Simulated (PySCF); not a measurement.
A mixed set of molecules.

All values: PBE0/def2-SVPD (PySCF) at GFN2-xTB geometries, gas phase, one conformer each. Core orbitals are frozen in the response; Δα² is half the sum of the squared differences of the principal polarisabilities.

(1) Rank by HOMO energy, highest first.
A. `N#CCC[C@H]([SiH3])C#N`
B. `C=C/N=C\N=C`
C. `C=CC1=C(OC)OC=P1`
D. `CC(=O)C1=PC(C)=CO1`
E. `C(#C[Si@@H](N)CC#N)C`
F. `c1cc(C(F)F)ncc1`

(2) Rank by HOMO–LUMO gap, highest first.
A. `[SiH2](F)C1=CCOC(=O)C1`
B. `N#CCC[C@H]([SiH3])C#N`
C. `CC#C[Si@@H](N)CC#N`
D. `C=Cc1pcoc1OC`
E. `N(/C=N\C=C)=C`
F. `FC(F)c1ccccn1`

Results:

(1) C (-6.06 eV), B (-6.48 eV), D (-7.14 eV), E (-7.69 eV), F (-7.97 eV), A (-9.01 eV).

(2) B (8.70 eV), C (7.42 eV), F (6.68 eV), A (6.40 eV), D (5.03 eV), E (4.79 eV).

All values together:

```json
{"SMILES": "N#CCC[C@H]([SiH3])C#N", "formula": "C5H8N2Si", "μ (D)": "4.30", "HOMO (eV)": "-9.01", "LUMO (eV)": "-0.30", "α (Å³)": "13.41", "Δα (Å³)": "2.43", "electrons": "66", "α per electron (Å³)": "0.203"}
{"SMILES": "O=C1CC([SiH2]F)=CCO1", "formula": "C5H7FO2Si", "μ (D)": "4.43", "HOMO (eV)": "-7.73", "LUMO (eV)": "-1.33", "α (Å³)": "12.81", "Δα (Å³)": "4.45", "electrons": "76", "α per electron (Å³)": "0.169"}
{"SMILES": "CC(=O)c1occ(C)p1", "formula": "C6H7O2P", "μ (D)": "4.44", "HOMO (eV)": "-7.14", "LUMO (eV)": "-2.27", "α (Å³)": "15.19", "Δα (Å³)": "9.60", "electrons": "74", "α per electron (Å³)": "0.205"}
{"SMILES": "CC#C[Si@@H](N)CC#N", "formula": "C5H8N2Si", "μ (D)": "5.16", "HOMO (eV)": "-7.69", "LUMO (eV)": "-0.27", "α (Å³)": "14.35", "Δα (Å³)": "9.40", "electrons": "66", "α per electron (Å³)": "0.217"}
{"SMILES": "C=Cc1pcoc1OC", "formula": "C6H7O2P", "μ (D)": "2.79", "HOMO (eV)": "-6.06", "LUMO (eV)": "-1.03", "α (Å³)": "15.61", "Δα (Å³)": "9.63", "electrons": "74", "α per electron (Å³)": "0.211"}
{"SMILES": "CC(=O)c1coc(C)p1", "formula": "C6H7O2P", "μ (D)": "3.08", "HOMO (eV)": "-6.95", "LUMO (eV)": "-1.55", "α (Å³)": "14.85", "Δα (Å³)": "8.83", "electrons": "74", "α per electron (Å³)": "0.201"}
{"SMILES": "FC(F)c1ccccn1", "formula": "C6H5F2N", "μ (D)": "3.20", "HOMO (eV)": "-7.97", "LUMO (eV)": "-1.29", "α (Å³)": "11.06", "Δα (Å³)": "5.88", "electrons": "66", "α per electron (Å³)": "0.168"}
{"SMILES": "C=C/N=C\\N=C", "formula": "C4H6N2", "μ (D)": "2.80", "HOMO (eV)": "-6.48", "LUMO (eV)": "-1.69", "α (Å³)": "10.52", "Δα (Å³)": "7.79", "electrons": "44", "α per electron (Å³)": "0.239"}
```

Conformers: `[N:1]#[C:2][CH2:3][CH2:4][C@H:5]([SiH3:6])[C:7]#[N:8]` with C2–C3–C4–C5 64°, C3–C4–C5–Si6 -175°; `[O:1]=[C:2]1[CH2:3][C:4]([SiH2:5][F:6])=[CH:7][CH2:8][O:9]1` with C3–C4–Si5–F6 -50°, O1–C2–C3–C4 135°, C2–C3–C4–Si5 -134°, C4–C7–C8–O9 -42°, C7–C8–O9–C2 42°; `[CH3:1][C:2](=[O:3])[c:4]1[o:5][cH:6][c:7]([CH3:8])[p:9]1` with C1–C2–C4–O5 0°; `[CH3:1][C:2]#[C:3][Si@@H:4]([NH2:5])[CH2:6][C:7]#[N:8]` with C3–Si4–N5–H 160° and -59°, C3–Si4–C6–C7 -169°; `[CH2:1]=[CH:2][c:3]1[p:4][cH:5][o:6][c:7]1[O:8][CH3:9]` with C1–C2–C3–P4 0°, O6–C7–O8–C9 0°; `[CH3:1][C:2](=[O:3])[c:4]1[cH:5][o:6][c:7]([CH3:8])[p:9]1` with C1–C2–C4–C5 -179°; `[F:1][CH:2]([F:3])[c:4]1[cH:5][cH:6][cH:7][cH:8][n:9]1` with F1–C2–C4–C5 59°; `[CH2:1]=[CH:2]/[N:3]=[CH:4]\[N:5]=[CH2:6]` with C1–C2–N3–C4 -166°, N3–C4–N5–C6 58°.

Task: How closely does the mean polarisability follow the number of electrons in this set?

Result: The correlation coefficient is 0.73; α per electron runs from 0.168 to 0.239 Å³.
